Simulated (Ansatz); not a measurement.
**Reading a saddle point**

A first-order saddle point of CH6BrGa, closed shell, PBE0-D4/def2-TZVP, with one imaginary mode of 651i cm⁻¹:

```csv
atom,x (Å),y (Å),z (Å)
Ga1,-1.1498,0.0498,0.0188
C2,0.8569,0.5741,-0.1551
H3,-1.8429,-0.1580,-1.3599
H4,-1.7706,0.4714,1.3830
H5,0.4946,-0.9665,0.2103
Br6,-0.1123,-2.4000,0.5547
H7,0.6115,1.6223,-0.3803
H8,1.4290,0.2083,-1.0094
H9,1.4837,0.5986,0.7381
```

Program: Ansatz 0.2.0. Basis: def2-TZVPP and def2-QZVPP. Cores are frozen in the correlated methods. Filled d shells of the heavier atoms are correlated. The def2 sets are not built for correlating such inner shells, so the correlated values are less sure here. Extrapolation: Hartree–Fock as exp(−7.88 √X), correlation as X^−2.97.

Problem. Which contacts change along the imaginary mode, and what lies on either side? (Judge from chemistry; the calculation decides.)

Solution. The calculation gives: The step is CH₅Ga ([CH3][GaH2]) + HBr → GaH₂Br ([GaH2][Br]) + CH₄, with the molecules in contact on both sides. Shortening one way: Ga1–Br6, C2–H5; lengthening the same way: Ga1–C2, H5–Br6.
```
   pair  one side (Å)  saddle (Å)  other side (Å)
Ga1–Br6          2.93        2.71            2.30
  C2–H5          3.12        1.62            1.09
 Ga1–C2          1.98        2.08            3.11
 H5–Br6          1.42        1.59            3.14
```

Problem. Which side is lower, and how far does the saddle lie above each? (An estimate is asked for; the value comes from the calculation.)

Solution. By the calculation: The side with Ga1–Br6, C2–H5 short is lower by 1.478 eV; the saddle lies 1.909 eV above it and 0.431 eV above the other (CCSD(T) at an estimated basis limit (MP2 extrapolated from triple and quadruple zeta, plus CCSD(T) − MP2 in triple zeta); electronic energies).

T1 diagnostic: at most 0.011. The start structure is not quite a true minimum (one mode of 39i cm⁻¹). The end structure is not quite a true minimum (one mode of 62i cm⁻¹).

Labels in which every atom is bracketed show which atoms are joined, not bond orders.

For scale, one of the runs: CCSD(T)/def2-TZVPP, 211 basis functions, launched by `ansatz run in.yaml --threads 4 --pin off --events-out ev --progress --plain --max-ram 9574MiB`. Time: 110 s of wall clock on 4 CPU threads of an Arm Neoverse V2; the host was shared. Peak host memory: 2.9 GiB.
